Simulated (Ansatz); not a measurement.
Two isomers of CH9FSi3: A = `F[SiH]([SiH3])C[SiH3]`, B = `FC([SiH3])[SiH2][SiH3]`.

Gas-phase electronic energies from Ansatz, PBE0-D4/def2-TZVP geometries. CBS: MP2 limit from def2 TZ/QZ plus the TZ coupled-cluster correction, frozen cores. DFT in def2-TZVPP. B3LYP here is the variant with VWN-RPA as its local correlation; programs differ in this. One conformer a species, not always the lowest.

Q: Which isomer does CCSD(T)/CBS put lower? Give the gap. (Best estimate.)

A: Computed: A, by 264.4 kJ/mol.

Q: Give E(B) − E(A) in kJ/mol with B2PLYP, MP2/def2-TZVPP, r2SCAN-D4, B3LYP, PBE-D4, PBE0-D4, ωB97M-V. (An estimate is asked.)

A: Ansatz gave: B2PLYP 260.0, MP2/def2-TZVPP 274.3, r2SCAN-D4 257.6, B3LYP 251.4, PBE-D4 241.5, PBE0-D4 251.9, ωB97M-V 257.2. None reverses the order clearly.

Largest T1 diagnostic: 0.013.

From PBE to PBE0 (25 % exact exchange), in def2-TZVPP and without D4, E(B) − E(A) moves by +10.4 kJ/mol.
